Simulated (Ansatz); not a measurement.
Reaction (redistribution): `BCN(B)C` + `C[SiH2]N` → `B[SiH2]N` + `BN(C)CC`

Program: Ansatz. Geometries: PBE0-D4/def2-TZVP. ΔE: electronic, gas phase. CBS: MP2 limit from def2 TZ/QZ plus the TZ coupled-cluster correction, frozen cores. DFT in def2-TZVPP. Each species was taken in one conformer, which may not be the lowest.

`BCN(B)C`:

Z-matrix (Å, degrees):
```
C
N 1 1.449
B 1 1.548 2 119.1
H 1 1.098 2 110.8 3 134.7
H 1 1.113 2 109.5 3 -112.1
C 2 1.446 1 114.0 3 151.7
B 2 1.386 1 122.7 3 -33.8
H 3 1.197 1 118.4 2 164.3
H 3 1.194 1 121.5 2 -22.8
H 6 1.096 2 110.9 1 -62.4
H 6 1.089 2 109.9 1 177.3
H 6 1.096 2 110.9 1 57.1
H 7 1.197 2 119.1 1 -177.4
H 7 1.198 2 119.1 1 1.7
```

`C[SiH2]N`:

Z-matrix (Å, degrees):
```
C
Si 1 1.871
H 1 1.093 2 111.2
H 1 1.094 2 110.5 3 119.8
H 1 1.093 2 111.2 3 -120.4
N 2 1.720 1 116.4 3 60.2
H 2 1.489 1 108.4 3 -179.4
H 2 1.489 1 108.4 3 -60.3
H 6 1.007 2 120.7 1 73.7
H 6 1.007 2 120.7 1 -73.5
```

`B[SiH2]N`:

Cartesian coordinates in Å:
```
B 0.421 1.571 0.211
Si -0.217 -0.304 0.499
N 0.074 -1.298 -0.880
H 0.632 2.025 -0.877
H 0.550 2.312 1.142
H -1.663 -0.145 0.890
H 0.435 -0.959 1.668
H -0.144 -2.281 -0.855
H -0.088 -0.920 -1.800
```

`BN(C)CC`:

```xyz
15

B    -0.045    0.205   -1.634
N     0.410    0.272   -0.327
C     1.663    0.909    0.018
C    -0.260   -0.257    0.851
C    -1.576   -0.952    0.599
H    -1.081   -0.326   -1.897
H     0.634    0.694   -2.491
H     2.342    0.198    0.501
H     2.140    1.296   -0.880
H     1.499    1.738    0.717
H    -0.413    0.572    1.556
H     0.430   -0.950    1.352
H    -1.979   -1.306    1.550
H    -1.457   -1.812   -0.063
H    -2.307   -0.280    0.147
```

```
             level  ΔE (kJ/mol)
           PBE0-D4         61.5
           ωB97X-V         62.1
SCS-MP2/def2-TZVPP         64.4
   CCSD/def2-TZVPP         60.6
```

Q: What does CCSD(T)/CBS give? (An estimate is asked.)

A: Ansatz gave: +62.8 kJ/mol. The listed levels differ from it by -1.3, -0.7, 1.6, -2.2 kJ/mol.

Largest T1 diagnostic among the species: 0.013.
